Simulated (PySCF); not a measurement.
Computed shifts of a molecule C₅H₇F, PBE0/pcSseg-1 (PySCF), GIAO, gas phase, atoms alike by connectivity averaged where their shifts nearly agree, in ppm (number of nuclei): ¹³C: 174.0 (1), 140.9 (1), 132.7 (1), 99.4 (1), 23.3 (1). ¹⁹F: -118.5 (1). ¹H: 6.60 (1), 6.17 (1), 5.14 (1), 4.76 (1), 2.24 (3). References: ¹³C against TMS (σ = 186.3 ppm); ¹⁹F against CFCl3 (σ = 167.2 ppm); ¹H against TMS (σ = 31.56 ppm), references at their B3LYP-D3(BJ)/def2-TZVP geometries, non-relativistic. The structure is a stationary point at r2SCAN-D4/def2-SVP. The values are those of a single conformer.

**Question.** Identify the compound among the candidates.
A) C=C(F)/C=C/C
B) C=C(C)C(=C)F
C) C=C[C@@H]1C[C@@H]1F
D) C=C1CC(F)C1

**Answer.** A, C=C(F)/C=C/C
